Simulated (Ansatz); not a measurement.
Ansatz (a quantum-chemistry and plane-wave program) input for Te(NH2)(OSiH3) (H5NOSiTe), SMILES N[Te]O[SiH3], B3LYP-D3(BJ)/def2-SVP. 

Ansatz 0.2 input:
```yaml
crystal:
  periodic: [false, false, false]
  atoms:
    - {symbol: Te, position_ang: [-0.49971606, 0.08674053, 0.71556467]}
    - {symbol: N, position_ang: [-0.58369807, 1.74321436, -0.43748226]}
    - {symbol: H, position_ang: [-0.33001631, 2.59182006, 0.04926478]}
    - {symbol: H, position_ang: [-1.48315650, 1.87869000, -0.87714476]}
    - {symbol: O, position_ang: [1.07350209, -0.68422709, -0.21010171]}
    - {symbol: Si, position_ang: [1.35268540, -0.91084968, -1.79021076]}
    - {symbol: H, position_ang: [0.29985617, -1.73286207, -2.39494147]}
    - {symbol: H, position_ang: [2.63562764, -1.59494398, -1.68844069]}
    - {symbol: H, position_ang: [1.42319836, 0.37000009, -2.49196096]}
basis:
  gaussian:
    orbitals: def2-SVP
hamiltonian:
  xc: b3lyp
  dispersion: d3bj
relax: {f_tol: 0.002, max_steps: 200}
```

Output:

```
WARN ansatz: RAYON_NUM_THREADS=1 ignored (pool sized by the plan → 1); use --threads N
Functional definition: B3LYP
integrals: 0.05 GiB planned
1117 factors; integrals over basis functions are off by at most 4.7e-4 eV
mean field: 0.42 GiB planned
mean field evaluation 1: about -18776.5185 eV, gradient 7.2e1 eV
mean field evaluation 2: about -18740.5751 eV, gradient 1.4e2 eV
mean field evaluation 4: about -18786.7220 eV, gradient 5.0e0 eV
mean field evaluation 8: about -18786.8114 eV, gradient 2.8e-1 eV
mean field evaluation 16: about -18786.8117 eV, gradient 4.7e-5 eV
mean field -18786.81170533 eV, -690.4025960124 hartree, gradient 4.7e-5 eV, S^2 0.000000; 0 other end points of the search recorded, 0 dependent functions left out
the calculation of the forces begins
reference -18786.81197163 eV, -690.4026057990 hartree; 29, 29 occupied and 68, 68 virtual orbitals, 1117 factors
relax step   1: F+E_penalty+E_count = -18787.20118275 eV  Δ(F+E_penalty+E_count) = +0.000e0 eV  max|allowed force component| = 1.693e0 eV/Å  Δτ_max = 0.0000 Å  (27 SCF iters, accepted)
these checks for a lower state are left out or cut short: starts, cluster_reference, orbital_swaps, neighbouring_geometries, increment
integrals: 0.05 GiB planned
1117 factors; integrals over basis functions are off by at most 5.0e-4 eV
mean field: 0.42 GiB planned
[...]
these checks for a lower state are left out or cut short: starts, cluster_reference, orbital_swaps, neighbouring_geometries, increment
integrals: 0.05 GiB planned
1117 factors; integrals over basis functions are off by at most 5.7e-4 eV
mean field: 0.42 GiB planned
mean field -18787.09604060 eV, -690.4130451411 hartree, gradient 1.4e-5 eV, S^2 0.000000; 0 other end points of the search recorded, 0 dependent functions left out
the calculation of the forces begins
reference -18787.09630831 eV, -690.4130549790 hartree; 29, 29 occupied and 68, 68 virtual orbitals, 1117 factors
relax step  15: F+E_penalty+E_count = -18787.47685396 eV  Δ(F+E_penalty+E_count) = -1.079e-3 eV  max|allowed force component| = 5.694e-2 eV/Å  Δτ_max = 0.0619 Å  (31 SCF iters, accepted)
these checks for a lower state are left out or cut short: starts, cluster_reference, orbital_swaps, neighbouring_geometries, increment
integrals: 0.05 GiB planned
1117 factors; integrals over basis functions are off by at most 6.3e-4 eV
mean field: 0.42 GiB planned
mean field -18787.09769905 eV, -690.4131060879 hartree, gradient 1.4e-5 eV, S^2 0.000000; 0 other end points of the search recorded, 0 dependent functions left out
the calculation of the forces begins
reference -18787.09796678 eV, -690.4131159268 hartree; 29, 29 occupied and 68, 68 virtual orbitals, 1117 factors
relax step  16: F+E_penalty+E_count = -18787.47885373 eV  Δ(F+E_penalty+E_count) = -2.000e-3 eV  max|allowed force component| = 9.518e-2 eV/Å  Δτ_max = 0.0978 Å  (30 SCF iters, accepted)
these checks for a lower state are left out or cut short: starts, cluster_reference, orbital_swaps, neighbouring_geometries, increment
integrals: 0.05 GiB planned
1117 factors; integrals over basis functions are off by at most 6.4e-4 eV
mean field: 0.42 GiB planned
mean field evaluation 128: about -18787.0989 eV, gradient 1.2e-5 eV
mean field -18787.09886051 eV, -690.4131487708 hartree, gradient 1.2e-5 eV, S^2 0.000000; 0 other end points of the search recorded, 0 dependent functions left out
the calculation of the forces begins
reference -18787.09912829 eV, -690.4131586115 hartree; 29, 29 occupied and 68, 68 virtual orbitals, 1117 factors
relax step  17: F+E_penalty+E_count = -18787.47958501 eV  Δ(F+E_penalty+E_count) = -7.313e-4 eV  max|allowed force component| = 1.001e-1 eV/Å  Δτ_max = 0.0440 Å  (31 SCF iters, accepted)
these checks for a lower state are left out or cut short: starts, cluster_reference, orbital_swaps, neighbouring_geometries, increment
integrals: 0.05 GiB planned
1117 factors; integrals over basis functions are off by at most 6.6e-4 eV
mean field: 0.42 GiB planned
mean field -18787.09933614 eV, -690.4131662498 hartree, gradient 1.3e-5 eV, S^2 0.000000; 0 other end points of the search recorded, 0 dependent functions left out
the calculation of the forces begins
reference -18787.09960413 eV, -690.4131760984 hartree; 29, 29 occupied and 68, 68 virtual orbitals, 1117 factors
relax step  18: F+E_penalty+E_count = -18787.48054983 eV  Δ(F+E_penalty+E_count) = -9.648e-4 eV  max|allowed force component| = 7.687e-2 eV/Å  Δτ_max = 0.0600 Å  (31 SCF iters, accepted)
these checks for a lower state are left out or cut short: starts, cluster_reference, orbital_swaps, neighbouring_geometries, increment
integrals: 0.05 GiB planned
1117 factors; integrals over basis functions are off by at most 6.8e-4 eV
mean field: 0.42 GiB planned
mean field -18787.10010545 eV, -690.4131945215 hartree, gradient 1.3e-5 eV, S^2 0.000000; 0 other end points of the search recorded, 0 dependent functions left out
the calculation of the forces begins
reference -18787.10037481 eV, -690.4132044204 hartree; 29, 29 occupied and 68, 68 virtual orbitals, 1117 factors
relax step  19: F+E_penalty+E_count = -18787.48100806 eV  Δ(F+E_penalty+E_count) = -4.582e-4 eV  max|allowed force component| = 5.486e-2 eV/Å  Δτ_max = 0.0694 Å  (30 SCF iters, accepted)
these checks for a lower state are left out or cut short: starts, cluster_reference, orbital_swaps, neighbouring_geometries, increment
integrals: 0.05 GiB planned
1117 factors; integrals over basis functions are off by at most 6.9e-4 eV
mean field: 0.42 GiB planned
mean field -18787.10010028 eV, -690.4131943315 hartree, gradient 1.3e-5 eV, S^2 0.000000; 0 other end points of the search recorded, 0 dependent functions left out
the calculation of the forces begins
reference -18787.10036994 eV, -690.4132042415 hartree; 29, 29 occupied and 68, 68 virtual orbitals, 1117 factors
relax step  20: F+E_penalty+E_count = -18787.48112204 eV  Δ(F+E_penalty+E_count) = -1.140e-4 eV  max|allowed force component| = 9.554e-2 eV/Å  Δτ_max = 0.0474 Å  (31 SCF iters, accepted)
these checks for a lower state are left out or cut short: starts, cluster_reference, orbital_swaps, neighbouring_geometries, increment
integrals: 0.05 GiB planned
1117 factors; integrals over basis functions are off by at most 6.8e-4 eV
mean field: 0.42 GiB planned
mean field -18787.10042810 eV, -690.4132063785 hartree, gradient 1.3e-5 eV, S^2 0.000000; 0 other end points of the search recorded, 0 dependent functions left out
the calculation of the forces begins
reference -18787.10069754 eV, -690.4132162803 hartree; 29, 29 occupied and 68, 68 virtual orbitals, 1117 factors
relax step  21: F+E_penalty+E_count = -18787.48168535 eV  Δ(F+E_penalty+E_count) = -5.633e-4 eV  max|allowed force component| = 6.074e-2 eV/Å  Δτ_max = 0.0176 Å  (32 SCF iters, accepted)
these checks for a lower state are left out or cut short: starts, cluster_reference, orbital_swaps, neighbouring_geometries, increment
integrals: 0.05 GiB planned
1117 factors; integrals over basis functions are off by at most 6.8e-4 eV
mean field: 0.42 GiB planned
mean field evaluation 160: about -18787.1008 eV, gradient 5.0e-4 eV
mean field -18787.10077596 eV, -690.4132191622 hartree, gradient 1.2e-5 eV, S^2 0.000000; 0 other end points of the search recorded, 0 dependent functions left out
the calculation of the forces begins
reference -18787.10104546 eV, -690.4132290662 hartree; 29, 29 occupied and 68, 68 virtual orbitals, 1117 factors
relax step  22: F+E_penalty+E_count = -18787.48185432 eV  Δ(F+E_penalty+E_count) = -1.690e-4 eV  max|allowed force component| = 1.082e-2 eV/Å  Δτ_max = 0.0084 Å  (25 SCF iters, accepted)
these checks for a lower state are left out or cut short: starts, cluster_reference, orbital_swaps, neighbouring_geometries, increment
integrals: 0.05 GiB planned
1117 factors; integrals over basis functions are off by at most 6.8e-4 eV
mean field: 0.42 GiB planned
mean field -18787.10086888 eV, -690.4132225768 hartree, gradient 2.3e-5 eV, S^2 0.000000; 0 other end points of the search recorded, 0 dependent functions left out
the calculation of the forces begins
reference -18787.10113848 eV, -690.4132324845 hartree; 29, 29 occupied and 68, 68 virtual orbitals, 1117 factors
relax step  23: F+E_penalty+E_count = -18787.48187402 eV  Δ(F+E_penalty+E_count) = -1.971e-5 eV  max|allowed force component| = 2.087e-3 eV/Å  Δτ_max = 0.0045 Å  (24 SCF iters, accepted)
these checks for a lower state are left out or cut short: starts, cluster_reference, orbital_swaps, neighbouring_geometries, increment
integrals: 0.05 GiB planned
1117 factors; integrals over basis functions are off by at most 6.8e-4 eV
mean field: 0.42 GiB planned
mean field -18787.10097520 eV, -690.4132264842 hartree, gradient 8.8e-6 eV, S^2 0.000000; 0 other end points of the search recorded, 0 dependent functions left out
the calculation of the forces begins
reference -18787.10124495 eV, -690.4132363975 hartree; 29, 29 occupied and 68, 68 virtual orbitals, 1117 factors
relax step  24: F+E_penalty+E_count = -18787.48188490 eV  Δ(F+E_penalty+E_count) = -1.087e-5 eV  max|allowed force component| = 3.332e-3 eV/Å  Δτ_max = 0.0083 Å  (25 SCF iters, accepted)
these checks for a lower state are left out or cut short: starts, cluster_reference, orbital_swaps, neighbouring_geometries, increment
integrals: 0.05 GiB planned
1117 factors; integrals over basis functions are off by at most 6.8e-4 eV
mean field: 0.42 GiB planned
mean field -18787.10102072 eV, -690.4132281571 hartree, gradient 2.1e-5 eV, S^2 0.000000; 0 other end points of the search recorded, 0 dependent functions left out
the calculation of the forces begins
reference -18787.10129056 eV, -690.4132380734 hartree; 29, 29 occupied and 68, 68 virtual orbitals, 1117 factors
relax step  25: F+E_penalty+E_count = -18787.48188757 eV  Δ(F+E_penalty+E_count) = -2.675e-6 eV  max|allowed force component| = 2.813e-3 eV/Å  Δτ_max = 0.0047 Å  (23 SCF iters, accepted)
these checks for a lower state are left out or cut short: starts, cluster_reference, orbital_swaps, neighbouring_geometries, increment
integrals: 0.05 GiB planned
1117 factors; integrals over basis functions are off by at most 6.8e-4 eV
mean field: 0.42 GiB planned
mean field -18787.10105586 eV, -690.4132294485 hartree, gradient 4.5e-5 eV, S^2 0.000000; 0 other end points of the search recorded, 0 dependent functions left out
the calculation of the forces begins
reference -18787.10132574 eV, -690.4132393662 hartree; 29, 29 occupied and 68, 68 virtual orbitals, 1117 factors
relax step  26: F+E_penalty+E_count = -18787.48188808 eV  Δ(F+E_penalty+E_count) = -5.039e-7 eV  max|allowed force component| = 1.593e-3 eV/Å  Δτ_max = 0.0017 Å  (21 SCF iters, accepted)
integrals: 0.05 GiB planned
1117 factors; integrals over basis functions are off by at most 6.8e-4 eV
mean field: 0.42 GiB planned
mean field evaluation 192: about -18787.0698 eV, gradient 2.2e-1 eV
mean field -18787.10105586 eV, -690.4132294485 hartree, gradient 4.5e-5 eV, S^2 0.000000; 1 other end points of the search recorded, 0 dependent functions left out
the calculation of the forces begins
reference -18787.10132574 eV, -690.4132393662 hartree; 29, 29 occupied and 68, 68 virtual orbitals, 1117 factors
Total energy: -18787.48215795 eV, -690.4272346919 hartree
Atom 0 at    -0.820259     0.016613     0.472297 Å, force    -0.000428    -0.000709     0.000737 eV/Å
Atom 1 at    -0.878650     1.942819    -0.113548 Å, force     0.000572     0.000836    -0.000615 eV/Å
Atom 2 at    -0.193217     2.550318     0.332046 Å, force    -0.000397    -0.000263     0.000094 eV/Å
Atom 3 at    -0.899967     2.091443    -1.120731 Å, force     0.000125    -0.000190     0.000234 eV/Å
Atom 4 at     1.009826    -0.585787    -0.173220 Å, force     0.000113     0.000039    -0.001593 eV/Å
Atom 5 at     1.331461    -0.980090    -1.763483 Å, force     0.000324     0.000647     0.001100 eV/Å
Atom 6 at     0.548295    -2.170108    -2.214629 Å, force    -0.000021     0.000062     0.000032 eV/Å
Atom 7 at     2.787439    -1.276372    -1.865297 Å, force    -0.000085    -0.000273     0.000014 eV/Å
Atom 8 at     1.003355     0.158747    -2.678886 Å, force    -0.000202    -0.000150    -0.000002 eV/Å
Dipole moment:    -0.180690     0.246459    -0.069029 e Å
```

The calculation finished and met its thresholds.

Cost: about 3 core-minutes (a rough figure).
